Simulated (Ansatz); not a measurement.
This geometry of BrH + Cl3H3HfOSi (11 atoms, charge 0, multiplicity 1) is a first-order saddle point.

The calculation used RKS PBE/def2-SVP in Ansatz 0.2.0.

```xyz
11
Properties=species:S:1:pos:R:3
Hf 0.066 -0.349 0.050
O -0.323 -0.699 2.011
Si -1.350 -0.227 3.301
H -2.763 -0.589 2.956
H -0.892 -0.984 4.513
H -1.213 1.249 3.517
Cl 1.966 0.920 -0.516
Cl -1.637 1.260 -0.176
Cl -0.592 -1.953 -1.541
Br 1.885 -2.424 1.266
H 0.765 -1.698 2.061
```

(1) Which two structures does it join? (They come from a converged band through this point; their orientation in space is the band's.)

(2) How far does it lie above each of them?

Answers

(1) Bonds broken: Br10–H11. Bonds formed: Hf1–Br10, O2–H11. BrH + Cl3H3HfOSi becomes BrCl3H4HfOSi.

First end point:

```xyz
11
Properties=species:S:1:pos:R:3
Hf -0.192 0.084 -0.115
O -0.518 -0.370 1.743
Si -1.295 -0.303 3.260
H -2.638 -0.959 3.141
H -0.432 -1.041 4.241
H -1.444 1.135 3.663
Cl 2.050 0.738 -0.384
Cl -1.600 1.900 -0.601
Cl -0.779 -1.737 -1.482
Br 1.861 -3.001 1.909
H 0.898 -1.938 2.068
```

Last end point:

```xyz
11
Properties=species:S:1:pos:R:3
Hf 0.474 -0.390 0.044
O -0.260 -0.967 2.179
Si -1.560 -0.411 3.200
H -2.766 -0.305 2.328
H -1.714 -1.482 4.239
H -1.188 0.890 3.835
Cl 1.508 0.393 -1.918
Cl -0.555 1.663 0.687
Cl -1.036 -1.963 -0.843
Br 2.583 -1.394 1.088
H 0.425 -1.526 2.605
```

(2) 0.061 eV above the first and 0.606 eV above the second. This is the barrier of this one path; another mechanism may lie lower. The orbitals stay closed-shell, which can raise the energy where a bond breaks towards radicals; this wasn't checked here.

Run time: 3.4 min on 4 threads of AMD EPYC 9R45 96-Core Processor (Zen 5) (shared host), peak memory 0.33 GiB.
